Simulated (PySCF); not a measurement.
# Dipole moment and polarisability of `C#CC#C[C@H](S)C#C`

C7H4S.
SMILES with atom numbers: `[CH:1]#[C:2][C:3]#[C:4][C@H:5]([SH:6])[C:7]#[CH:8]` (hydrogens: H9 on C1; H10 on C5; H11 on S6; H12 on C8)

Structure used (GFN2-xTB), in Å, numbered top down from 1:
```xyz
12
C7H4S angstrom
C     -0.2987    2.2641   -3.1707
C     -0.3140    1.5797   -2.1797
C     -0.3267    0.8196   -1.0550
C     -0.3687    0.1225   -0.0697
C     -0.3635   -0.6460    1.1475
S      0.1340    0.4569    2.5888
C      0.5740   -1.7440    1.0656
C      1.3762   -2.6292    0.9974
H     -0.2840    2.8557   -4.0358
H     -1.3665   -1.0186    1.3865
H     -0.8232    1.3586    2.3621
H      2.0622   -3.4201    0.9370
```

Level: PBE0/def2-SVPD (PySCF), static field, nuclei fixed, core orbitals frozen in the response. The polarisability tensor in these axes (au):

```
x    73.53 -14.46   2.80
y   -14.46 113.02 -33.61
z     2.80 -33.61 142.38
```

Question: Give the principal values, the mean and the anisotropy Δα = √{½[(α1 − α2)² + (α2 − α3)² + (α1 − α3)²]}.

Answer: Principal values 67.66, 95.73 and 165.54 au; mean 109.64 au = 16.25 Å³ = 18.08 × 10⁻⁴⁰ C²·m²/J; Δα = 87.30 au (80 % of the mean).

Question: What is the dipole moment, and where does it point?

Answer: (-0.76, -0.17, -0.66) D, 1.02 D in size, pointing from the negative to the positive side. Measured along this direction, the outermost atoms are S6 at the negative end and H9 at the positive end.

Question: Find the Langevin capture rate constant for O2+ (31.990 u) meeting this molecule (120.003 u), k = 2.342 × 10⁻⁹ cm³/s × √(α in Å³ / reduced mass in u).

Answer: The reduced mass is 25.26 u, so k = 1.88 × 10⁻⁹ cm³/s. The formula leaves out the permanent dipole, which adds to the capture rate.

Question: Form Σ f/ω² (atomic units) for the 6 lowest TDDFT singlets, given as eV and f, and set it beside the mean polarisability, which is this sum over all singlets: 4.50, 0.0141; 4.60, 0.0206; 4.75, 0.0019; 4.90, 0.0032; 5.57, 0.0039; 5.81, 0.0113.

Answer: They add up to 1.74 au, 1.6 % of the 109.64 au; the largest single term is 0.72 au, from the state at 4.60 eV. Terms in order: 0.51, 0.72, 0.06, 0.10, 0.09, 0.25 au. Higher excitations give the rest. The strengths listed sum to 0.055.

Question: Molar refractivity from α?

Answer: Lorentz–Lorenz: R = (4π/3)N_A α = 2.5225 cm³/(mol·Å³) × 16.25 Å³ = 41.0 cm³/mol, in the limit of long wavelengths.

One conformer (not necessarily the lowest) at the GFN2-xTB geometry, without solvent, vibrations or thermal averaging.
